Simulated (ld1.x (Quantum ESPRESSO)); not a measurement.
**Plane-wave convergence, TM potential for B (Z = 5)**

* Element: boron
* Generator: ld1.x (Quantum ESPRESSO) 7.5
* Type: norm-conserving Troullier–Martins (Kleinman–Bylander form)
* Functional: PBE
* Relativity: scalar-relativistic
* Frozen core: [He]
* Valence charge: 3
* Reference configuration: 2s1.5 2p0 (charge +1.5)
* Partial waves: 2s (bound): rc 0.90 bohr; 2p (bound, empty): rc 3.72 bohr
* Local potential: all-electron potential smoothed inside 3.00 bohr (lloc = -1)
* Core correction: a·sin(br)/r model core inside 0.70 bohr

The pseudo-atom Hamiltonian at the reference potential is diagonalised in spherical Bessel functions j_l(qr) that vanish at 20 bohr, with q² up to the cutoff. All-electron valence levels (Ry): 2s -1.8659, 2p -1.4154.

Problem. How do the lowest levels (Ry) of each channel move with the cutoff, and are there ghosts?

Solution.

| cutoff (Ry) | s #1 | p #1 | d #1 | f #1 | f #2 | Σ f·Δε (mRy) |
| --- | --- | --- | --- | --- | --- | --- |
| 8 | -1.7885 | -1.3858 | -0.3386 | -0.1439 | -0.0444 | 116.0 |
| 15 | -1.8049 | -1.4152 | -0.3386 | -0.1439 | -0.0444 | 91.4 |
| 30 | -1.8099 | -1.4154 | -0.3386 | -0.1439 | -0.0444 | 83.8 |
| 45 | -1.8233 | -1.4154 | -0.3386 | -0.1439 | -0.0444 | 63.7 |
| 70 | -1.8546 | -1.4154 | -0.3386 | -0.1439 | -0.0444 | 16.8 |
| 100 | -1.8637 | -1.4154 | -0.3386 | -0.1439 | -0.0444 | 3.1 |
| 160 | -1.8650 | -1.4154 | -0.3386 | -0.1439 | -0.0444 | 1.2 |
| 230 | -1.8656 | -1.4154 | -0.3386 | -0.1439 | -0.0444 | 0.3 |
| 400 | -1.8658 | -1.4154 | -0.3386 | -0.1439 | -0.0444 | 0.0 |

Result: no extra level below or beside the all-electron valence levels (s, p, d, f tested); 10 mRy is reached at 80 Ry and 1 mRy at 180 Ry.

Its largest configuration-test error is +635 meV.
